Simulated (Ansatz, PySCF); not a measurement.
ethenyl(ethynyl)silane (C₄H₆Si), SMILES [SiH2](C=C)C#C. Atoms are numbered in the order given.

```xyz
11

C      2.4574     0.4784     1.2168
C      1.5591     0.2547     0.4268
Si     0.1878    -0.0922    -0.7477
C     -1.3514    -0.6021     0.1773
C     -2.5134     0.0526     0.0761
H      3.2525     0.6776     1.9134
H     -0.1060     1.1376    -1.5415
H      0.6460    -1.1776    -1.6666
H     -1.3014    -1.4818     0.8323
H     -2.6242     0.9404    -0.5572
H     -3.4092    -0.2646     0.6217
```

Coordinates come from a PBE0-D3(BJ)/def2-SVP optimisation. The values are those of a single conformer.

Two levels are set side by side: PBE-D3(BJ)/def2-SVP (Ansatz, a first-principles code) and PBE0-D3(BJ)/def2-SVP (Ansatz). Each level has its own optimised geometry; the coordinates shown are those of the second. Frequencies come from the Hessian of PySCF at each geometry. Differences are taken from unrounded values.

```
quantity                            PBE0-D3(BJ)
----------------------------------  -----------
mean bond length (Å)                      1.361
bond C1–C2 (Å)                            1.217
bond C2–Si3 (Å)                           1.839
bond Si3–C4 (Å)                           1.867
bond C4–C5 (Å)                            1.338
bond C1–H6 (Å)                            1.076
bond Si3–H7 (Å)                           1.493
bond Si3–H8 (Å)                           1.494
bond C4–H9 (Å)                            1.098
bond C5–H10 (Å)                           1.096
bond C5–H11 (Å)                           1.096
highest harmonic wavenumber (cm⁻¹)         3474
mean harmonic wavenumber (cm⁻¹)            1282
zero-point energy (kcal/mol)              49.47
```

What does PBE-D3(BJ) give, and how far is it from PBE0-D3(BJ)? (An estimate is asked for; the answer gives what the named calculation found.)


| quantity | PBE-D3(BJ) | PBE-D3(BJ) minus PBE0-D3(BJ) |
|---|---|---|
| mean bond length (Å) | 1.370 | 0.009 |
| bond C1–C2 (Å) | 1.229 | 0.012 |
| bond C2–Si3 (Å) | 1.842 | 0.004 |
| bond Si3–C4 (Å) | 1.876 | 0.010 |
| bond C4–C5 (Å) | 1.348 | 0.010 |
| bond C1–H6 (Å) | 1.082 | 0.007 |
| bond Si3–H7 (Å) | 1.504 | 0.011 |
| bond Si3–H8 (Å) | 1.505 | 0.011 |
| bond C4–H9 (Å) | 1.106 | 0.008 |
| bond C5–H10 (Å) | 1.104 | 0.008 |
| bond C5–H11 (Å) | 1.104 | 0.008 |
| highest harmonic wavenumber (cm⁻¹) | 3390 | -84 |
| mean harmonic wavenumber (cm⁻¹) | 1238 | -44 |
| zero-point energy (kcal/mol) | 47.79 | -1.68 |

GGA bonds tend to be longer and softer than those of functionals with exact exchange. Differences between two approximate levels are no errors against the true value.
